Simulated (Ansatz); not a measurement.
Relaxation of CH$_{8}$GeS (11 atoms, charge 0, multiplicity 1), to a largest force component of 0.03 eV/Å in at most 50 steps.

The calculation used RKS PBE/def2-mTZVP in Ansatz 0.2.0.

```xyz
11
Properties=species:S:1:pos:R:3
Ge -0.611 0.209 -0.410
H -0.108 -0.840 2.095
H 0.682 0.567 0.363
H -0.627 1.014 -1.739
C -0.777 -1.715 -0.783
H -0.815 -2.303 0.143
H -1.692 -1.902 -1.360
H 0.081 -2.056 -1.379
S -2.362 0.895 0.835
H -3.095 -0.234 0.615
H -0.732 -0.546 2.273
```

Question: Where does it end, and by what steps?

Answer: It converged. The force dipped under the threshold on the way, but the program's further checks kept it going. After 25 steps the energy has fallen by 0.237 eV; H2 moved furthest, 1.34 Å.

```json
{"step": "0", "energy less start (eV)": "0.0000", "largest force component (eV/Å)": "1.440", "accepted": "yes"}
{"step": "1", "energy less start (eV)": "-0.1203", "largest force component (eV/Å)": "0.163", "accepted": "yes"}
{"step": "2", "energy less start (eV)": "-0.1645", "largest force component (eV/Å)": "0.171", "accepted": "yes"}
{"step": "3", "energy less start (eV)": "-0.1901", "largest force component (eV/Å)": "0.078", "accepted": "yes"}
{"step": "4", "energy less start (eV)": "-0.2021", "largest force component (eV/Å)": "0.296", "accepted": "yes"}
{"step": "5", "energy less start (eV)": "-0.2151", "largest force component (eV/Å)": "0.245", "accepted": "yes"}
{"step": "6", "energy less start (eV)": "-0.2218", "largest force component (eV/Å)": "0.189", "accepted": "yes"}
{"step": "7", "energy less start (eV)": "-0.2298", "largest force component (eV/Å)": "0.105", "accepted": "yes"}
{"step": "8", "energy less start (eV)": "-0.2319", "largest force component (eV/Å)": "0.074", "accepted": "yes"}
{"step": "9", "energy less start (eV)": "-0.2293", "largest force component (eV/Å)": "0.401", "accepted": "no"}
{"step": "10", "energy less start (eV)": "-0.2339", "largest force component (eV/Å)": "0.023", "accepted": "yes"}
{"step": "11", "energy less start (eV)": "-0.2300", "largest force component (eV/Å)": "0.390", "accepted": "no"}
{"step": "12", "energy less start (eV)": "-0.2343", "largest force component (eV/Å)": "0.053", "accepted": "yes"}
{"step": "13", "energy less start (eV)": "-0.2344", "largest force component (eV/Å)": "0.048", "accepted": "yes"}
{"step": "14", "energy less start (eV)": "-0.2345", "largest force component (eV/Å)": "0.045", "accepted": "yes"}
{"step": "15", "energy less start (eV)": "-0.2348", "largest force component (eV/Å)": "0.021", "accepted": "yes"}
{"step": "16", "energy less start (eV)": "-0.2351", "largest force component (eV/Å)": "0.014", "accepted": "yes"}
{"step": "17", "energy less start (eV)": "-0.2354", "largest force component (eV/Å)": "0.048", "accepted": "yes"}
{"step": "18", "energy less start (eV)": "-0.2356", "largest force component (eV/Å)": "0.040", "accepted": "yes"}
{"step": "19", "energy less start (eV)": "-0.2360", "largest force component (eV/Å)": "0.036", "accepted": "yes"}
{"step": "20", "energy less start (eV)": "-0.2363", "largest force component (eV/Å)": "0.043", "accepted": "yes"}
{"step": "21", "energy less start (eV)": "-0.2364", "largest force component (eV/Å)": "0.074", "accepted": "yes"}
{"step": "22", "energy less start (eV)": "-0.2367", "largest force component (eV/Å)": "0.066", "accepted": "yes"}
{"step": "23", "energy less start (eV)": "-0.2370", "largest force component (eV/Å)": "0.040", "accepted": "yes"}
{"step": "24", "energy less start (eV)": "-0.2368", "largest force component (eV/Å)": "0.069", "accepted": "no"}
{"step": "25", "energy less start (eV)": "-0.2372", "largest force component (eV/Å)": "0.006", "accepted": "yes"}
```

```xyz
11
Properties=species:S:1:pos:R:3
Ge -0.727 0.277 -0.747
H -0.144 -1.430 3.296
H 0.618 0.882 -0.272
H -1.130 0.895 -2.114
C -0.653 -1.686 -0.858
H -0.393 -2.110 0.120
H -1.626 -2.091 -1.168
H 0.102 -1.998 -1.593
S -2.189 0.956 0.837
H -3.281 0.398 0.237
H -0.636 -1.005 2.917
```

The run took 52 s on 2 threads of Arm Neoverse V1, with other jobs on the host, peak memory 0.14 GiB.
